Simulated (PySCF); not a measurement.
Species: C3H12N2OSi2.
Cartesian coordinates in Å at the PBE0-D3(BJ)/def2-SVP level; atoms count from 1:
```
atom  x, y, z in Å
C1    -1.5649    0.6678    0.3317
N2    -1.3253   -0.4837   -0.4975
C3    -2.3932   -1.4467   -0.6075
C4    -0.1303   -0.7495   -1.0949
O5     0.0797   -1.7760   -1.7274
Si6    1.4506    0.3504   -0.9199
N7     1.2013    2.0758   -0.8025
Si8    2.4741   -0.2971    1.0890
H9    -2.4893    1.1823    0.0179
H10   -0.7318    1.3794    0.2463
H11   -1.6844    0.3810    1.3923
H12   -3.2934   -0.9846   -1.0467
H13   -2.0492   -2.2664   -1.2501
H14   -2.6626   -1.8519    0.3834
H15    2.2588   -0.0707   -2.1032
H16    0.8531    2.5802   -1.6122
H17    1.8916    2.6366   -0.3141
H18    3.7174    0.5038    1.3302
H19    2.8284   -1.7477    1.0627
H20    1.5396   -0.0484    2.2326
```

Level: PBE0/pcSseg-1 in PySCF, non-relativistic, on one gas-phase PBE0-D3(BJ)/def2-SVP geometry that isn't relaxed in the solvent. The solvent is an IEF-PCM continuum (cavity from Bondi-type radii × 1.2). Only the electrostatic response of the medium enters.

```json
{"run": "gas", "E − E(gas) (kcal/mol)": "0.00", "HOMO (eV)": "-6.74", "HOMO–LUMO gap (eV)": "6.31", "dipole (D)": "3.98"}
{"run": "P", "E − E(gas) (kcal/mol)": "-7.93", "HOMO (eV)": "-6.93", "HOMO–LUMO gap (eV)": "6.51", "dipole (D)": "5.47"}
{"run": "Q", "E − E(gas) (kcal/mol)": "-3.09", "HOMO (eV)": "-6.79", "HOMO–LUMO gap (eV)": "6.40", "dipole (D)": "4.51"}
```

**Question.** The runs were made in cyclohexane and methanol. Which run belongs to which solvent?

**Answer.** P = methanol, Q = cyclohexane. The dielectric constants are 2.017 (cyclohexane), 32.61 (methanol), and the energy falls further as ε rises. In this model the ground state sees the solvent through ε alone.

**Question.** How constant is the ratio of the lowering to (ε − 1)/(2ε + 1)?

**Answer.** 
| solvent | (ε − 1)/(2ε + 1) | E − E(gas) (kcal/mol) | ratio (kcal/mol) | polarisation term (kcal/mol) |
| --- | --- | --- | --- | --- |
| cyclohexane | 0.202 | -3.09 | -15.3 | -3.33 |
| methanol | 0.477 | -7.93 | -16.6 | -9.66 |

The ratio changes by +8.6 % in size from cyclohexane to methanol. The polarisation term is half the interaction of the solute with the induced surface charges.
